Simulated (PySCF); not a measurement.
C3H5NSi2. Atoms are numbered in the order given.

```xyz
11

C     -0.2248    -3.2622     0.0000
C     -0.2567    -2.0515     0.0000
C     -0.2019    -0.6074     0.0000
N     -1.2621     0.1349     0.0000
Si    -0.5915     1.8140     0.0000
Si     1.3549     0.5361     0.0000
H     -0.2153    -4.3387     0.0000
H     -0.9833     2.5823     1.2135
H     -0.9833     2.5823    -1.2135
H      2.2146     0.4278    -1.2142
H      2.2146     0.4278     1.2142
```

The structure is a stationary point at ωB97X-D3(BJ)/def2-SVP. This is a generated structure with no PubChem entry under its InChIKey; it may be hypothetical.

Calculation: M06-2X/def2-TZVP (PySCF).

Symmetry labels are those of the subgroup Cs that the program uses (full group Cs).

Computed valence orbital energies around the gap with their symmetry:
```csv
orbital,symmetry,energy (eV)
HOMO−7,A',-12.99
HOMO−6,A",-12.75
HOMO−5,A",-11.19
HOMO−4,A",-11.08
HOMO−3,A',-9.97
HOMO−2,A",-9.24
HOMO−1,A',-8.83
HOMO,A',-8.27
LUMO,A",-0.92
LUMO+1,A',0.28
LUMO+2,A',0.44
LUMO+3,A",1.00
```
